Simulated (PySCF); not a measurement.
**Electron correlation in Pr(33+) (praseodymium, charge +33)**

Starting occupation: [Ar] 3d8, 3d3/2 with m_j = -3/2, -1/2, +1/2, +3/2, 3d5/2 with m_j = -1/2, +1/2, +3/2, +5/2. Computed with PySCF 2.14 in an even-tempered Gaussian basis (16 s from 5.9 bohr⁻², ratio 2.8; 12 p from 7.6 bohr⁻², ratio 2.8; 8 d from 7.6 bohr⁻², ratio 2.8; 3 f from 30 bohr⁻², ratio 3), with X2C-1e with screened-nucleus spin-orbit coupling, Gaussian nucleus. Frozen: [Ne]; 16 electrons correlated; the 74 highest virtual spinors left out.

MP2 pair energies summed by pair of shells (mhartree):

```tsv
pair	energy	share (%)
3d3/2-3d5/2	-122.21	22.3
3d5/2-3p3/2	-82.51	15.0
3d3/2-3p3/2	-69.60	12.7
3d3/2-3d3/2	-54.17	9.9
3d5/2-3d5/2	-47.65	8.7
3p3/2-3p3/2	-26.60	4.8
3p1/2-3p3/2	-25.57	4.7
3d5/2-3p1/2	-22.99	4.2
3d3/2-3p1/2	-22.51	4.1
3p3/2-3s1/2	-18.71	3.4
3d3/2-3s1/2	-18.47	3.4
3d5/2-3s1/2	-18.24	3.3
3p1/2-3s1/2	-8.85	1.6
3p1/2-3p1/2	-6.10	1.1
3s1/2-3s1/2	-4.36	0.8
```

Total MP2 correlation energy: -548.54 mhartree.

At this charge the one-electron X2C treatment keeps the bare 1/r₁₂, with no two-electron picture change or Breit term. The effect here is smaller than on the frozen 1s shell.
